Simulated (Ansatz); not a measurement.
`[CH2][GeH2][CH3]` radical at its PBE0-D4/def2-TZVP geometry, where that method's forces vanish. Charge 0, multiplicity 2.

```xyz
10

C    -1.5816   -0.7230   -0.3906
Ge   -0.1902    0.6042   -0.3858
C     1.3384   -0.0190    0.6584
H    -1.3616   -1.7834   -0.3201
H    -2.6298   -0.4677   -0.5006
H    -0.7474    1.9199    0.1947
H     0.2685    0.8932   -1.8345
H     1.0439   -0.1910    1.6943
H     2.1401    0.7204    0.6404
H     1.7196   -0.9537    0.2439
```

Q: What forces (eV/Å) does ωB97M-V/def2-TZVPP give on these atoms in the Gaussian-basis code of Ansatz? (Best estimate.)

A: The calculation gave: 
```
C1  -0.078 -0.079  0.000
Ge2  0.026  0.125 -0.051
C3   0.022 -0.014  0.020
H4  -0.034  0.111 -0.008
H5   0.112 -0.038  0.011
H6   0.037 -0.098 -0.039
H7  -0.034 -0.024  0.103
H8   0.030  0.010 -0.077
H9  -0.058 -0.062  0.005
H10 -0.023  0.069  0.036
```
